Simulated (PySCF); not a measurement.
## Xe²⁺: interval between two levels

Xe²⁺ [Kr] 4d10 5s2 5p4 [3P2, M_J = 2] → Xe²⁺ [Kr] 4d10 5s1 5p5 [3P2, M_J = 2], as a difference of total energies. All numbers are calculated (PySCF 2.14, the two-component X2C-1e Hamiltonian, in x2c-TZVPall-2c with one added diffuse shell each of s, p, d, f type (9s10p6d3f, 90 functions)). Correlated levels: [Ar] 3d10 frozen; the 6 highest virtual spinors dropped. "Screened" scales the spin-orbit matrix elements by Boettger's factors to mimic the two-electron term; Breit and QED terms are absent.

| method | interval between two levels (cm⁻¹) |
| --- | --- |
| GHF (spin-free) | 112820 |
| GMP2 (spin-free) | 105010 |
| GHF (screened spin-orbit) | 114560 |
| GMP2 (screened spin-orbit) | 106520 |

The labels give the starting determinants; with spin-orbit coupling the two ends relaxed to ⟨J²⟩ = 6.02, ⟨L²⟩ = 2.44, ⟨S²⟩ = 1.83 and ⟨J²⟩ = 6.01, ⟨L²⟩ = 2.03, ⟨S²⟩ = 2.03.
